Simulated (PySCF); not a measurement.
Atoms are numbered as in `[CH3:1][O:2][SiH2:3][O:4][CH2:5][C:6]([CH3:7])=[O:8]`; H(Xn) means a hydrogen on atom n.

Theoretical values (PySCF 2.14.0 with density-fitted response routines): B3LYP/pcSseg-1 with gauge-including orbitals, PBE0-D3(BJ)/def2-SVP structure. Non-relativistic Hamiltonian, single conformer, in vacuum, equivalent nuclei averaged.

References, each an isolated molecule treated in the same way: TMS for 13C and 1H and 29Si; 17O against H2O.

```
 atoms  nucleus  count  δ (ppm)
 H(C5)       1H      2     4.48
    C5      13C      1        ?
H(Si3)       1H      2     4.97
    O2      17O      1     24.9
    C6      13C      1        ?
 H(C7)       1H      3     2.04
    O4      17O      1        ?
 H(C1)       1H      3     3.67
    O8      17O      1    639.5
    C1      13C      1     53.9
    C7      13C      1        ?
   Si3     29Si      1    -34.8
```

Problem. Estimate the values marked ?.

Solution. 
- C6: 217.0 ppm, ketone carbonyl carbon; low-lying n→π* states of the double bond to the heteroatom give a large paramagnetic term (-292 ppm)
- C5: 72.8 ppm, sp3 CH2 bonded to O, α to a carbonyl; deshielded by the electronegative neighbour
- C7: 25.3 ppm, methyl carbon α to a carbonyl; α to the electron-withdrawing carbonyl group
- O4: 45.6 ppm, oxygen bonded to C, Si

Shifts are as computed. Against solution values, carbons near 30 ppm lie about +2 ppm off and those near 130 ppm about +6 ppm. Of 1313 compounds with measured shifts, 239 miss one by over three times the rms of a fit or turn the order of signals round; such compounds aren't used in these exercises. Unscaled 17O shifts of doubly bonded oxygen tend to come out too high, by tens of ppm or more. Experimental scales use liquid or dissolved standards, which lie at an offset from isolated H2O (liquid H2O: subtract about 36 ppm).
